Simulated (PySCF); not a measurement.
## A survey of 29Si NMR shifts

Level of theory: shielding tensors at PBE0/pcSseg-1 (GIAO), coordinates at the GFN2-xTB level, in PySCF (a single conformation, non-relativistic, no solvent model, one averaged value for each set of equivalent atoms).

Shieldings were converted by a linear fit to measured shifts: 29Si: δ = 279.94 − 0.822σ (rms 8.9 ppm, 72 shifts, 25.8 ppm with the 6 outliers that the fit left out vs TMS, solution or neat liquid). A few per cent of atoms miss by over 2 rms, more outside the fitted compound classes.

Problem. Give the 29Si shifts of `CC1(C)C[C@@H]([SiH3])[C@]1(C)F`, `CC1=C[SiH2][Si@H]([SiH3])[SiH2]1`, `C#CCN(C)[SiH2]N(C)C`, `[SiH3][SiH2][C@H]1C=C[SiH2][SiH2]1`, `C#CC[Si@@](C)(C#N)N=C`, `C[SiH2]S[Si@@H]([SiH3])CF`, `C1CC12[SiH2][SiH2][SiH2][SiH2]2`, `C=C[Si@@H]1[SiH2][SiH2][Si@H]1C`.

Solution. 
```csv
compound,environment,δ (ppm)
CC1(C)C[C@@H]([SiH3])[C@]1(C)F,"silicon bonded to C, 3 H",-68.4
[CH3:1][C:2]1=[CH:3][SiH2:4][Si@H:5]([SiH3:6])[SiH2:7]1,"Si7: silicon bonded to C, Si, 2 H, in a 5-membered ring",-50.5
[CH3:1][C:2]1=[CH:3][SiH2:4][Si@H:5]([SiH3:6])[SiH2:7]1,"Si4: silicon bonded to C, Si, 2 H, in a 5-membered ring",-51.4
[CH3:1][C:2]1=[CH:3][SiH2:4][Si@H:5]([SiH3:6])[SiH2:7]1,"Si6: silicon bonded to Si, 3 H",-99.0
[CH3:1][C:2]1=[CH:3][SiH2:4][Si@H:5]([SiH3:6])[SiH2:7]1,"Si5: silicon bonded to 3 Si, H, in a 5-membered ring",-129.6
C#CCN(C)[SiH2]N(C)C,"silicon bonded to 2 N, 2 H",-26.9
[SiH3:1][SiH2:2][C@H:3]1[CH:4]=[CH:5][SiH2:6][SiH2:7]1,"Si2: silicon bonded to C, Si, 2 H",-61.9
[SiH3:1][SiH2:2][C@H:3]1[CH:4]=[CH:5][SiH2:6][SiH2:7]1,"Si7: silicon bonded to C, Si, 2 H, in a 5-membered ring",-62.4
[SiH3:1][SiH2:2][C@H:3]1[CH:4]=[CH:5][SiH2:6][SiH2:7]1,"Si6: silicon bonded to C, Si, 2 H, in a 5-membered ring",-68.0
[SiH3:1][SiH2:2][C@H:3]1[CH:4]=[CH:5][SiH2:6][SiH2:7]1,"Si1: silicon bonded to Si, 3 H",-105.3
C#CC[Si@@](C)(C#N)N=C,"silicon bonded to 3 C, N",-31.4
[CH3:1][SiH2:2][S:3][Si@@H:4]([SiH3:5])[CH2:6][F:7],"Si2: silicon bonded to C, S, 2 H",-29.8
[CH3:1][SiH2:2][S:3][Si@@H:4]([SiH3:5])[CH2:6][F:7],"Si4: silicon bonded to C, S, Si, H",-31.6
[CH3:1][SiH2:2][S:3][Si@@H:4]([SiH3:5])[CH2:6][F:7],"Si5: silicon bonded to Si, 3 H",-104.4
[CH2:1]1[CH2:2][C:3]12[SiH2:4][SiH2:5][SiH2:6][SiH2:7]2,"Si4/7: silicon bonded to C, Si, 2 H, in a 5-membered ring (×2)",-45.0
[CH2:1]1[CH2:2][C:3]12[SiH2:4][SiH2:5][SiH2:6][SiH2:7]2,"Si5/6: silicon bonded to 2 Si, 2 H, in a 5-membered ring (×2)",-108.9
[CH2:1]=[CH:2][Si@@H:3]1[SiH2:4][SiH2:5][Si@H:6]1[CH3:7],"Si3: silicon bonded to C, 2 Si, H, in a 4-membered ring",-35.5
[CH2:1]=[CH:2][Si@@H:3]1[SiH2:4][SiH2:5][Si@H:6]1[CH3:7],"Si6: silicon bonded to C, 2 Si, H, in a 4-membered ring",-42.4
[CH2:1]=[CH:2][Si@@H:3]1[SiH2:4][SiH2:5][Si@H:6]1[CH3:7],"Si5: silicon bonded to 2 Si, 2 H, in a 4-membered ring",-86.7
[CH2:1]=[CH:2][Si@@H:3]1[SiH2:4][SiH2:5][Si@H:6]1[CH3:7],"Si4: silicon bonded to 2 Si, 2 H, in a 4-membered ring",-88.5
```
